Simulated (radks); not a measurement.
Task: The argon ion Ar3+, [Ne] 3s2 3p3. All-electron calculation, non-relativistic Kohn-Sham, PBE, spin-polarised, spherical densities, point nucleus. Program: a radial shooting solver on a logarithmic mesh with Libxc functionals. Every spin shell is full or empty, so the densities are truly spherical. Functionals are evaluated on that one density, not self-consistently. Rank these orbital-free kinetic functionals by their error against the exact value of the orbitals, and give that value: Thomas-Fermi, von Weizsacker, TF + vW, TF + vW/5, LC94, APBEK, Perdew 92, Pearson, DePristo-Kress.

Result: Exact: 523.750 hartree. From best to worst, with 100 (|E| - |E exact|)/|E exact| (equal figures are ties): DePristo-Kress +0.08, LC94 +0.16, APBEK +0.28, Perdew 92 -0.53, Pearson -1.47, TF + vW/5 +4.71, Thomas-Fermi -7.10, von Weizsacker -40.96, TF + vW +51.94.
